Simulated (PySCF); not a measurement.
**Electron correlation in Ta⁻ (tantalum, charge -1)**

[Xe] 4f14 5d4 6s2, high-spin 5D determinant. Computed with PySCF 2.14 in def2-QZVPPD with the def2 core potential (60 electrons) (7s6p4d3f2g, 84 functions), with scalar relativity through the core potential. Frozen: 5s2 5p6; 6 electrons correlated.

MP2 pair energies summed by pair of shells (mhartree):

| pair | energy | share (%) |
| --- | --- | --- |
| 5d-6s | -43.61 | 46.5 |
| 5d-5d | -35.56 | 37.9 |
| 6s-6s | -14.61 | 15.6 |

Total MP2 correlation energy: -93.78 mhartree.

Same-spin part -52.20 and opposite-spin part -41.58 mhartree; SCS-MP2 scales them by 1/3 and 6/5 to -67.30 mhartree.

The Hartree-Fock reference does not bind the outermost electron (its level is positive or very diffuse), so these energies belong to a reference that the basis holds together.
